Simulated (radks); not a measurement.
Values are calculated unless marked as measured or tabulated.
Species: Br II. Configuration: [Ar] 3d10 4s2 4p4. Code: a radial shooting solver on a logarithmic mesh with Libxc functionals. Model: Dirac Kohn-Sham, PBE, spin-unpolarised, spherical densities, point nucleus; open shells fill j = l - 1/2 first.

Radial electron density D(r) = 4 pi r^2 rho(r):

```
   r/bohr * D(r) (the largest magnitude, 51.5, reaches the edge; | marks zero)
 0.002819 |  *
 0.003204 |   *
  0.00367 |    *
 0.004205 |     *
 0.004817 |       *
 0.005475 |        *
 0.006273 |          *
 0.007187 |             *
 0.008168 |                *
 0.009358 |                   *
  0.01072 |                      *
  0.01228 |                          *
  0.01396 |                              *
  0.01599 |                                  *
  0.01832 |                                      *
  0.02099 |                                         *
  0.02386 |                                            *
  0.02734 |                                             *
  0.03132 |                                             *
  0.03588 |                                             *
  0.04078 |                                           *
  0.04672 |                                        *
  0.05353 |                                      *
  0.06084 |                                     *
   0.0697 |                                      *
  0.07986 |                                        *
  0.09149 |                                             *
    0.104 |                                                 *
   0.1191 |                                                     *
   0.1365 |                                                      *
   0.1564 |                                                    *
   0.1777 |                                               *
   0.2036 |                                       *
   0.2333 |                                 *
   0.2651 |                             *
   0.3038 |                             *
    0.348 |                                *
   0.3987 |                                   *
   0.4532 |                                    *
   0.5192 |                                  *
   0.5948 |                             *
   0.6815 |                      *
   0.7745 |               *
   0.8874 |          *
    1.017 |       *
    1.165 |     *
    1.324 |    *
    1.517 |    *
    1.738 |   *
    1.975 |  *
    2.263 | *
    2.592 | *
     2.97 |*
    3.375 *
    3.867 *
     4.43 *
    5.076 *
    5.769 *
    6.609 *
```

D(r) has 3 maxima, at r = 0.0301, 0.134, 0.450 bohr, and minima at 0.0623, 0.285 bohr, inside which lie 2.08, 11.01 electrons.
